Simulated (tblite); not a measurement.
C8H11 (doublet state).
SMILES with atom numbers: `[CH2:1][C@H:2]1[CH:3]=[CH:4][CH2:5][C:6](=[CH2:7])[CH2:8]1` (hydrogens: H9, H10 on C1; H11 on C2; H12 on C3; H13 on C4; H14, H15 on C5; H16, H17 on C7; H18, H19 on C8)
Bond orders are those of one Lewis drawing.

Computed with GFN2-xTB (tblite), gas phase: L-BFGS steps from a force-field or distance-geometry start until the largest atomic force falls under 0.01 eV/Å.

Step 58: E = -615.2618 eV
```
atom  x, y, z in Å  |  force x, y, z in eV/Å
C1     -1.7916   -0.6488    0.9356   -0.034  -0.048  -0.006
C2     -1.2959   -0.4432   -0.4363    0.010  -0.039  -0.008
C3     -1.1905    1.0395   -0.7045   -0.003  -0.018  -0.018
C4     -0.0565    1.7160   -0.6353    0.021  -0.022  -0.061
C5      1.2662    1.0937   -0.3043    0.024  -0.030   0.033
C6      1.1079   -0.3260    0.1535    0.000  -0.029   0.011
C7      1.7523   -0.8313    1.1921    0.012   0.009   0.026
C8      0.1031   -1.0889   -0.6439    0.019  -0.005  -0.021
H9     -1.2488   -0.2358    1.7654   -0.033  -0.018  -0.054
H10    -2.6688   -1.2373    1.1260    0.013   0.064   0.032
H11    -1.9922   -0.8911   -1.1529   -0.012   0.006   0.008
H12    -2.1196    1.5409   -0.9330   -0.023  -0.001   0.010
H13    -0.0343    2.7767   -0.8463   -0.012   0.017   0.031
H14     1.8997    1.1142   -1.2008   -0.006   0.037   0.016
H15     1.7686    1.6879    0.4618    0.042   0.024   0.003
H16     2.4473   -0.2435    1.7679    0.025  -0.007   0.013
H17     1.6138   -1.8520    1.5082    0.004   0.018  -0.021
H18     0.3581   -1.0210   -1.7044   -0.052  -0.003  -0.021
H19     0.0714   -2.1410   -0.3562    0.006   0.046   0.027
```

Step 59: E = -615.2628 eV
```
atom  x, y, z in Å  |  force x, y, z in eV/Å
C1     -1.7928   -0.6496    0.9372   -0.041  -0.065  -0.062
C2     -1.2953   -0.4461   -0.4346   -0.008  -0.013  -0.032
C3     -1.1916    1.0374   -0.7038    0.005  -0.007  -0.017
C4     -0.0579    1.7150   -0.6374    0.032  -0.024  -0.049
C5      1.2651    1.0943   -0.3035    0.029  -0.030   0.041
C6      1.1073   -0.3255    0.1547    0.017  -0.027   0.007
C7      1.7534   -0.8314    1.1922    0.016   0.013   0.015
C8      0.1038   -1.0882   -0.6437    0.025  -0.010  -0.016
H9     -1.2395   -0.2503    1.7648   -0.015  -0.002  -0.005
H10    -2.6843   -1.2167    1.1261    0.019   0.068   0.033
H11    -1.9914   -0.8907   -1.1532   -0.019  -0.011   0.013
H12    -2.1204    1.5391   -0.9333   -0.025  -0.012   0.013
H13    -0.0373    2.7755   -0.8506   -0.009   0.009   0.032
H14     1.9025    1.1157   -1.1975   -0.019   0.033   0.016
H15     1.7662    1.6878    0.4640    0.033   0.034   0.005
H16     2.4479   -0.2422    1.7675    0.022  -0.015   0.014
H17     1.6194   -1.8540    1.5057   -0.002   0.034  -0.021
H18     0.3594   -1.0210   -1.7036   -0.054   0.015  -0.034
H19     0.0759   -2.1400   -0.3584   -0.006   0.009   0.047
```

**Question.** Estimate the geometry and energy of step 60. (The exact step hangs on the optimiser's Hessian estimate; all steps are aligned on step 59, rigid shifts and turns removed.)

**Answer.** E = -615.2642 eV, largest force 0.091 eV/Å
```
atom  x, y, z in Å  |  force x, y, z in eV/Å
C1     -1.7948   -0.6522    0.9382   -0.021  -0.055  -0.070
C2     -1.2946   -0.4501   -0.4329   -0.028   0.026  -0.056
C3     -1.1935    1.0346   -0.7041    0.015   0.007  -0.011
C4     -0.0596    1.7128   -0.6421    0.033  -0.017  -0.010
C5      1.2635    1.0945   -0.3008    0.025  -0.007   0.034
C6      1.1068   -0.3254    0.1576    0.042  -0.007  -0.008
C7      1.7562   -0.8313    1.1933    0.020   0.016  -0.011
C8      0.1049   -1.0870   -0.6433    0.017  -0.014  -0.001
H9     -1.2249   -0.2750    1.7648   -0.026  -0.007   0.009
H10    -2.7087   -1.1837    1.1253    0.035   0.076   0.030
H11    -1.9911   -0.8905   -1.1529   -0.028  -0.038   0.002
H12    -2.1227    1.5361   -0.9346   -0.012  -0.027   0.015
H13    -0.0406    2.7736   -0.8570   -0.004  -0.013   0.031
H14     1.9052    1.1181   -1.1919   -0.023   0.019   0.015
H15     1.7627    1.6888    0.4678    0.013   0.038   0.003
H16     2.4512   -0.2403    1.7665    0.014  -0.023   0.016
H17     1.6293   -1.8561    1.5023   -0.010   0.041  -0.011
H18     0.3602   -1.0198   -1.7030   -0.047   0.034  -0.042
H19     0.0806   -2.1379   -0.3607   -0.015  -0.049   0.066
```

The energy changes by -0.0014 eV. The first-order estimate −F·Δx gives -0.0019 eV and the mean of the old and new forces, exact on a quadratic surface, -0.0014 eV. The step makes an angle of 80° with the force vector and moves no atom by more than 0.041 Å.

What follows is the cost of the whole relaxation. On one thread, Arm Neoverse V2 (aarch64), shared host with 96 logical CPUs at a one-minute load of 48, this took 0.48 s of wall time.
